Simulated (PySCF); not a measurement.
Sb²⁺ (antimony, charge +2) across methods

[Kr] 4d10 5s1 5p2, high-spin 4P determinant (an excited configuration). All numbers are calculated (PySCF 2.14, the spin-free X2C one-electron Hamiltonian (Gaussian nucleus), in x2c-TZVPPall (8s6p4d2f, 60 functions)). The B2PLYP total includes its PT2 part (frozen core); its orbital energies are those of the SCF part.

```
method  E (hartree)  mean ε 4d β (eV)  mean ε 5s α (eV)  mean ε 5p α (eV)  Σ⟨r²⟩ (bohr²)   ⟨S²⟩
B2PLYP     -6478.83           -58.536           -34.429           -23.873          39.64  3.751
 TPSSh     -6479.24           -53.991           -31.909           -22.182          39.47  3.751
  PBE0     -6479.16           -55.717           -32.910           -22.896          39.47  3.751
   UHF  -6476.84212           -63.330           -37.252           -25.946          39.88  3.753
   M06     -6479.60           -55.936           -32.436           -22.552          39.49  3.751
r2SCAN     -6479.52           -53.543           -31.804           -22.059          39.41  3.752
   LDA     -6473.29           -52.920           -31.464           -21.784          39.47  3.751
  BLYP     -6479.70           -52.567           -30.969           -21.395          39.57  3.751
```

Question: Estimate the same row for PBE.

Answer: E (hartree) = -6479.06; mean ε 4d β (eV) = -52.754; mean ε 5s α (eV) = -31.205; mean ε 5p α (eV) = -21.684; Σ⟨r²⟩ (bohr²) = 39.51; ⟨S²⟩ = 3.751.
